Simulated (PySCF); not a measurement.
# A small calculation by hand: oscillator strength and radiative lifetime

Ge(OMe)(SiH3) (CH₆GeOSi), SMILES [SiH3][Ge][O]C (connectivity only; charge and spin as stated), neutral, multiplicity 1.

Geometry optimised at B3LYP-D3(BJ)/def2-SVP. The structure was generated by enumeration; whether it is a known compound was not checked. Other conformers were not sampled.

TDA-CAM-B3LYP/def2-SVPD (PySCF) puts the first singlet state with f over 0.02 at 5.12 eV (vertical), with the transition dipole (0.202, 0.426, 0.000) in atomic units.

Problem. Find the oscillator strength, the wavelength and the radiative lifetime that this transition would have in vacuum if emission retraced absorption.

Solution. 
|μ|² = 0.2223 au, so |μ| = 1.20 D. ΔE = 5.12/27.211 = 0.1882 hartree. f = (2/3) ΔE |μ|² = 0.028 (the program prints 0.028).
λ = 1239.84/5.12 = 242 nm; ν = 41296 cm⁻¹.
Einstein's coefficient A = 0.6670 ν² f s⁻¹ (ν in cm⁻¹) = 3.2e7 s⁻¹, so τ = 1/A = 32 ns. This state is S3; the lower singlets have f = 0.004, 0.011. The figure is the radiative limit of this one transition; relaxation, internal conversion, crossing to triplets and a medium change what is measured.
